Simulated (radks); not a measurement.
Values are calculated unless marked as measured or tabulated.
Species: Lu LI. Configuration: [Ar] 3d3 (the NIST ground configuration).

Code: a radial shooting solver on a logarithmic mesh with Libxc functionals. Model: Dirac Kohn-Sham, PBE, spin-unpolarised, spherical densities, finite nucleus; open shells fill j = l - 1/2 first; Fermi nuclear charge, rms radius 5.37 fm.

Energy parts (hartree):
| part | energy |
|---|---|
| total | -12320.4144 |
| kinetic | 13957.2179 |
| electron-nucleus | -27832.4673 |
| Hartree | 1740.8381 |
| exchange-correlation | -186.0032 |

Orbitals (lengths in bohr, moments of r in powers of bohr; r(max) is where P^2 peaks):
1s1/2: occ. 2; eigenvalue (hartree) -2438.835; <r^2> 0.0005122; <1/r> 82.19; <r^4> 7.071e-07; r(max) 0.01213
2s1/2: occ. 2; eigenvalue (hartree) -510.3062; <r^2> 0.007751; <1/r> 20.02; <r^4> 0.0001039; r(max) 0.06930
2p1/2: occ. 2; eigenvalue (hartree) -493.3304; <r^2> 0.005556; <1/r> 19.96; <r^4> 0.00006287; r(max) 0.05178
2p3/2: occ. 4; eigenvalue (hartree) -451.7635; <r^2> 0.006723; <1/r> 17.06; <r^4> 0.00008784; r(max) 0.05823
3s1/2: occ. 2; eigenvalue (hartree) -191.4497; <r^2> 0.04605; <1/r> 7.804; <r^4> 0.003132; r(max) 0.1894
3p1/2: occ. 2; eigenvalue (hartree) -184.6849; <r^2> 0.04172; <1/r> 7.726; <r^4> 0.002683; r(max) 0.1769
3p3/2: occ. 4; eigenvalue (hartree) -174.4962; <r^2> 0.04687; <1/r> 6.967; <r^4> 0.003348; r(max) 0.1888
3d3/2: occ. 3; eigenvalue (hartree) -164.3178; <r^2> 0.03506; <1/r> 6.841; <r^4> 0.002069; r(max) 0.1461
3d5/2: occ. 0; eigenvalue (hartree) -161.9631; <r^2> 0.03643; <1/r> 6.658; <r^4> 0.002213; r(max) 0.1495

The highest occupied level is 3d3/2 at -4471.3 eV. For comparison, the ionisation energy in NIST's Atomic Spectra Database is 4532 eV (theoretical). In exact Kohn-Sham theory the highest level is minus the ionisation energy, but local and semilocal functionals leave it too shallow, through self-interaction and a potential that decays too fast; potentials with the right tail come closer. Summed over all electrons, <r^2> = 0.5227 bohr^2, which gives a Langevin (diamagnetic) susceptibility term of -0.414 x 10^-6 cm^3/mol. The electron density at the nucleus is 1.109e+06 e/bohr^3. The density falls to 0.001 e/bohr^3 at r = 0.63 bohr.

Beside tabulated values, note that spin-unpolarised runs miss the spin-polarisation part of the exchange energy of open shells.
